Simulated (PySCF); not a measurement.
SMILES [CH3][Al]([CH3])[O][GeH3] (C2H9AlGeO), PBE0/def2-SVP optimised geometry.

```
14

Ge    -1.53     2.23     0.00
O     -0.71     0.69     0.00
Al     0.08    -0.82     0.00
C     -1.03    -2.43     0.00
C      2.04    -0.82     0.00
H     -0.48     3.36    -0.07
H     -2.35     2.36     1.30
H     -2.47     2.30    -1.23
H     -0.44    -3.36     0.03
H     -1.71    -2.44     0.86
H     -1.66    -2.47    -0.90
H      2.43    -0.32     0.90
H      2.43    -0.27    -0.87
H      2.47    -1.84    -0.03
```

Density from PBE0/def2-TZVP run with PySCF 2.14.0 at that geometry.

Minimum of the electron density along straight lines between bonded atoms, close to the bond critical point (lines longer than 1.1 times the sum of covalent radii, or with two minima, are not listed):

| bond | length / Å | ρ at the minimum / e bohr⁻³ | ∇²ρ there / e bohr⁻⁵ | position (fraction from the first atom) |
|---|---|---|---|---|
| Ge1–O2 | 1.754 | ___ | 0.73 | 0.48 |
| O2–Al3 | 1.703 | ___ | ___ | 0.57 |
| Al3–C4 | 1.955 | 0.087 | 0.26 | 0.40 |
| Al3–C5 | 1.955 | 0.087 | 0.26 | 0.40 |
| Ge1–H6 | 1.543 | 0.133 | 0.05 | 0.59 |
| Ge1–H7 | 1.542 | 0.134 | 0.05 | 0.59 |
| Ge1–H8 | 1.542 | 0.134 | 0.05 | 0.59 |
| C4–H9 | 1.102 | 0.264 | -0.85 | 0.64 |
| C4–H10 | 1.103 | 0.262 | -0.84 | 0.64 |
| C4–H11 | 1.104 | 0.261 | -0.84 | 0.64 |
| C5–H12 | 1.104 | 0.262 | -0.84 | 0.64 |
| C5–H13 | 1.103 | 0.262 | -0.84 | 0.64 |
| C5–H14 | 1.102 | 0.264 | -0.85 | 0.64 |

**Question.** What belongs in the gaps?

**Answer.** 
- Ge1–O2, ρ at the minimum / e bohr⁻³: 0.146
- O2–Al3, ρ at the minimum / e bohr⁻³: 0.102
- O2–Al3, ∇²ρ there / e bohr⁻⁵: 0.78
